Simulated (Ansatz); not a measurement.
Molecule: CRe, charge 0, multiplicity 4. The spin state was set by rule; other spins were not relaxed. SMILES: [C][Re]
Geometry: optimised at B3LYP-D3(BJ)/def2-TZVP (Ansatz, a first-principles code).

Property: vertical ionisation energy (to the triplet state of charge +1; each state is the SCF solution reached for its spin; the UHF <S^2> is 3.86 for the triplet (pure: 2.00) and 4.99 for the quartet (pure: 3.75); for the triplet T1 is 0.118; for the quartet T1 is 0.109), in eV. Cores are frozen in the correlated levels unless marked. UHF or UKS for open shells. No spin-orbit coupling. The frozen core is the preceding noble-gas configuration, with the filled d and f shells of earlier blocks. In def2 rows, elements after Kr have scalar-relativistic effective core potentials. CBS marks a two-point X^-3 extrapolation of the correlation energy; Hartree-Fock from the larger set.

```tsv
level	program	vertical ionisation energy (eV)
PBE/def2-TZVPD	Ansatz	8.70
r2SCAN/def2-TZVPD	Ansatz	8.60
wB97X-V/def2-TZVPD	Ansatz	8.24
CCSD/def2-SVPD	Ansatz	?
CCSD/def2-TZVPPD	Ansatz	?
CCSD(T)/CBS(def2-TZVPPD,def2-QZVPPD)	Ansatz	?
```

Problem. What belongs in the gaps?

Solution. 
- CCSD/def2-SVPD, vertical ionisation energy (eV): 8.10
- CCSD/def2-TZVPPD, vertical ionisation energy (eV): 8.22
- CCSD(T)/CBS(def2-TZVPPD,def2-QZVPPD), vertical ionisation energy (eV): 8.39
